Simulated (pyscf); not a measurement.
**HO–Ti(OH)(OH)–F, singlet**

Gas-phase minimum from PySCF at ωB97X-D3(BJ)/def2-SVP, one conformer. 

SMILES: [OH][Ti]([OH])([OH])[F]
```xyz
8

O     -0.1446     1.1544    -2.1912
Ti    -0.2219     0.5877    -0.5115
O     -0.6051    -1.1440    -0.4764
O      1.3328     0.8796     0.2915
F     -1.4829     1.4698     0.3373
H     -0.3280     0.7402    -3.0400
H     -0.1815    -1.9123    -0.0818
H      2.1419     1.3297     0.0300
```

Bond lengths (Å): O1–Ti2 1.774, O1–H6 0.962, Ti2–O3 1.774, Ti2–O4 1.774, Ti2–F5 1.758, O3–H7 0.962, O4–H8 0.962. Bond angles (°): Ti2–O1–H6 133.6, O1–Ti2–O3 109.9, O1–Ti2–O4 109.7, O1–Ti2–F5 109.2, O3–Ti2–O4 109.9, O3–Ti2–F5 109.0, O4–Ti2–F5 109.1, Ti2–O3–H7 133.8, Ti2–O4–H8 133.7.

Properties at ωB97X-D3(BJ)/def2-SVP:

```
Item                                                                                                                                                                                                              Value
---------------------------------------------------------------------------------------------------------------------  ------------------------------------------------------------------------------------------------
Harmonic wavenumbers, unscaled                                                                                         175, 176, 177, 198, 198, 251, 252, 304, 431, 433, 436, 745, 815, 827, 828, 3950, 3950, 3958 cm⁻¹
Zero-point energy                                                                                                                                                                                         25.9 kcal/mol
Rotational symmetry number                                                                                                                                                                                            3
Entropy of this conformer at 298 K and 1 atm, rigid rotor and harmonic oscillator, modes under 100 cm⁻¹ raised to 100                                                                                   352.4 J/(mol K)
Dipole moment                                                                                                                                                                                                    3.49 D
```

Single-point totals, which compare only within one level:

```tsv
level	total energy (hartree)
ωB97X-D3(BJ)/def2-TZVP	-1177.18895
PBE/def2-TZVP	-1176.64885
r²SCAN/def2-TZVP	-1177.01783
B3LYP-D3(BJ)/def2-TZVP	-1177.21194
PBE0-D3(BJ)/def2-TZVP	-1176.64412
M06-2X/def2-TZVP	-1177.00491
ωB97M-D3(BJ)/def2-TZVP	-1177.26690
```

Soft torsions are taken as harmonic, which can shift the entropy by several J/(mol K).
